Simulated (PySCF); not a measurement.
Hf(OH)3 (H₃HfO₃), SMILES [Hf+]([OH])([OH])[OH], charge +1, multiplicity 1.

Geometry optimised at r2SCAN-D4/def2-SVP. The spin state was assumed, not searched. The isomer is the one that the SMILES or the coordinates give; other isomers of the formula were not compared. The def2 effective core potentials stand for the cores of Hf; spin–orbit coupling is left out. The values are those of a single conformer.

Two levels are set side by side: PBE/def2-TZVPD (PySCF) and HF/def2-TZVPD (PySCF). Same geometry, gas phase. Differences are taken from unrounded values.

```json
[
 {"quantity": "orbital gap (eV)", "HF": "13.18"},
 {"quantity": "highest occupied level (eV)", "HF": "-18.42"},
 {"quantity": "lowest empty level (eV)", "HF": "-5.25"},
 {"quantity": "mean polarisability (bohr³)", "HF": "36.2"}
]
```

Q: What does PBE give, and how far is it from HF? (Estimate from the structure and the level; the computed values follow.)

A: 
| quantity | PBE | PBE minus HF |
|---|---|---|
| orbital gap (eV) | 4.04 | -9.14 |
| highest occupied level (eV) | -12.59 | 5.83 |
| lowest empty level (eV) | -8.56 | -3.31 |
| mean polarisability (bohr³) | 45.2 | 9.1 |

PBE's occupied levels lie high since its potential decays too fast outside the molecule; exact exchange lowers them and widens the gap. PBE's more diffuse valence density responds more strongly to a field. Differences between two approximate levels are no errors against the true value.

Rough cost on one machine, each run with all the roots and properties that it gave: HF against PBE about 1/2.
